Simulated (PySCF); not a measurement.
# Predicted spectroscopic data

[PySCF 2.14: J couplings at B3LYP/pcJ-1 (spin–dipole term left out of most H,H and C,H couplings); coordinates at the GFN2-xTB level; σ from GIAO-PBE0/pcSseg-1; no solvent model; equivalent nuclei averaged; no relativistic terms; single conformer]

Shifts are taken against calculated references (same method and geometry level): TMS for 1H and 13C. Multiplet labels drop J under 1 Hz and among equivalent protons, and merge close values. Unscaled 3J(H,H) run several per cent high. Splittings of carbon signals by F and P are missing where no couplings were computed. Where no couplings were computed, multiplicities follow the n + 1 count of equivalent neighbours, and m marks all less simple cases (inequivalent or close neighbours, rings, F or P nearby). Vicinal couplings that depend on rotamer populations or ring flexing (ring, CH–CH, X–H and H–F types) are those of the one conformer. Shifts are as computed. Against solution values, carbons near 30 ppm lie about +3 ppm off and those near 130 ppm about +5 ppm. Of 1211 compounds with measured shifts, 218 miss one by over three times the rms of a fit or turn the order of signals round; such compounds aren't used in these exercises.

**1.** `InChI=1S/C5H6F2O2/c6-5(7)9-4-1-2-8-3-4/h1-2,4-5H,3H2/t4-/m0/s1`. 1H NMR (600 MHz, computed): δ 6.64 (d, 1H), 6.47 (m, 1H), 5.96 (m, 1H), 5.53 (m, 1H), 4.59 (m, 1H), 4.54 (m, 1H). 13C{1H} NMR (computed): δ 159.9, 122.4, 107.1, 80.8, 76.9.

**2.** 2-methoxyfuran (COc1ccco1, C5H6O2). 1H NMR (600 MHz, computed): δ 6.95 (m, 1H), 6.60 (m, 1H), 5.54 (m, 1H), 4.05 (s, 3H). 13C{1H} NMR (computed): δ 168.1, 135.1, 119.4, 88.2, 56.1.

**3.** `O=C[C@H]1C(C)=CO1`, C5H6O2. 1H NMR (600 MHz, computed): δ 9.77 (d, J = 3.5 Hz, 1H), 7.06 (quint, J = 2.0 Hz, 1H), 5.13 (d of quint, J = 3.5, 1.8 Hz, 1H), 1.85 (t, J = 2.0 Hz, 3H). 13C{1H} NMR (computed): δ 204.2 (CH), 162.7 (CH), 126.5 (C), 94.3 (CH), 11.9 (CH3).
